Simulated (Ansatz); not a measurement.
Mulliken charges of `FCO[SiH2]F` from r2SCAN/def2-TZVPP in Ansatz (PBE0-D4/def2-TZVP geometry).

| atom | x (Å) | y (Å) | z (Å) | charge (e) |
| --- | --- | --- | --- | --- |
| F1 | -1.151 | -0.549 | 1.463 | -0.236 |
| C2 | -1.155 | 0.476 | 0.547 | 0.278 |
| O3 | -0.465 | 0.112 | -0.586 | -0.370 |
| Si4 | 1.073 | -0.449 | -0.676 | 0.685 |
| F5 | 2.054 | 0.587 | 0.038 | -0.322 |
| H6 | -2.193 | 0.673 | 0.271 | 0.060 |
| H7 | -0.697 | 1.344 | 1.033 | 0.061 |
| H8 | 1.236 | -1.745 | 0.009 | -0.077 |
| H9 | 1.386 | -0.495 | -2.116 | -0.078 |

Problem. By hand: the dipole of these point charges (1 e Å = 4.8032 D).

Solution. Σ q r = (-0.181, 0.019, -0.208) e Å, of length 0.276 e Å = 1.33 D.

Problem. How does the dipole of the full density compare? (Estimate.)

Solution. Computed: (-0.138, 0.096, -0.131) e Å, 1.02 D; the point charges give 1.30 times that, at 23° from its direction.

Point charges leave out the atoms' own dipoles, such as those of lone pairs, and Mulliken's split depends on the basis, so the two needn't agree.
